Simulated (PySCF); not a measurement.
A calculated (r2SCAN, PySCF 2.14, aug-cc-pVTZ-DK, the spin-free X2C one-electron Hamiltonian (Gaussian nucleus)) atom or ion has these occupied shells.

```csv
shell,electrons,orbital energy (eV),"rms radius, mean of both spins (bohr)"
1s α,1,-11749.5,0.0524
1s β,1,-11749.4,0.0524
2s β,1,-1509.1,0.220
2s α,1,-1509.1,0.220
2p α,3,-1322.9,0.196
2p β,3,-1322.8,0.196
3s α,1,-205.62,0.641
3s β,1,-205.52,0.641
3p α,3,-147.19,0.668
3p β,3,-147.07,0.668
3d α,5,-51.582,0.759
3d β,5,-51.360,0.759
4s α,1,-24.632,2.01
4s β,1,-22.371,2.01
4p α,2,-14.439,2.45
```

Question: Name the element and its charge.

Answer: As⁺ (arsenic, charge +1), in [Ar] 3d10 4s2 4p2, high-spin 3P determinant.
